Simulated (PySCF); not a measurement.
**C₆ coefficients of unlike pairs at PBE0**

Calculated with PySCF 2.14 from the dipole response of each species, C₆(A,B) = (3/π) ∫ α_A(iu) α_B(iu) du, in atomic units, from isotropic polarisabilities. For ions this is the dispersion term alone; charge-induced terms of lower order in 1/R come first.

| species | configuration | basis | relativity | α (bohr³) | C₆ (like pair) |
| --- | --- | --- | --- | --- | --- |
| F⁺ | [He] 2s2 2p4 (3P) | aug-cc-pwCVQZ (9s8p6d4f2g) | none | 1.830 | 3.401 |
| N²⁺ | [He] 2s2 2p1 (2P) | dyall-av3z (15s9p3d2f) | none | 2.601 | 3.688 |
| As | [Ar] 3d10 4s2 4p3 (4S) | aug-cc-pVQZ-DK (8s7p5d3f2g) | spin-free X2C | 31.76 | 268.7 |
| In³⁺ | [Kr] 4d10 (1S) | aug-cc-pVQZ-DK3 (9s8p6d3f2g) | spin-free X2C | 3.044 | 10.92 |

Task: Estimate C₆ for In³⁺ with N²⁺.

Result: The integral gives 6.016. The combination rule 2 C_A C_B / (C_A α_B/α_A + C_B α_A/α_B) gives 5.903 and the geometric mean 6.347.

No spin-orbit coupling is included.

The other pairs:

```tsv
pair	C₆
In³⁺, As	43.50
In³⁺, F⁺	6.083
N²⁺, F⁺	3.418
As, N²⁺	29.72
As, F⁺	25.21
```
